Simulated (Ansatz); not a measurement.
System: C₂H₆BO₂, net charge -1, singlet state. It need not be the lowest isomer of its formula. Whether it binds its extra electron was not tested at this geometry. 
Geometry from a B3LYP-D3(BJ)/def2-TZVP (Ansatz, a program for electronic structure) optimisation:
```
C
H 1 1.0994
H 1 1.0995 2 104.70
C 1 1.5293 2 109.84 3 -117.85
H 4 1.0929 1 110.49 2 178.98
H 4 1.0930 5 105.95 1 -119.72
H 4 1.0990 5 108.18 6 -115.78
B 1 1.6271 2 109.25 3 116.85
O 8 1.2919 1 126.35 2 123.45
O 8 1.4520 9 123.53 1 -179.97
H 10 0.9646 8 103.63 9 0.02
```
Charge -1, spin multiplicity 1.

Total electronic energies in hartree. Correlated levels leave the core frozen unless marked. No spin-orbit coupling. Non-relativistic unless marked X2C. CBS marks a two-point X^-3 extrapolation of the correlation energy; Hartree-Fock from the larger set.

```
level                                         program  energy (Eh)
-------------------------------------  --------------  -----------
RI-HF/cc-pVQZ                                  Ansatz   -253.86184
B3LYP-D3(BJ)/def2-TZVPD                Ansatz + dftd3   -255.39216
PBE0/def2-TZVP                                 Ansatz   -255.06478
MP2/CBS(aug-cc-pVTZ,aug-cc-pVQZ)               Ansatz    -254.9370
SCS-MP2/STO-3G                                 Ansatz   -250.54003
SCS-MP2/cc-pVDZ                                Ansatz   -254.49620
X2C-CCSD(T)/cc-pVTZ-DK                         Ansatz   -254.99592
CCSD(T) with core electrons/cc-pwCVTZ          Ansatz   -255.12184
CCSD(T)/CBS(aug-cc-pVTZ,aug-cc-pVQZ)           Ansatz    -254.9891
```

Totals of different functionals don't rank their quality; only differences between species are comparable.
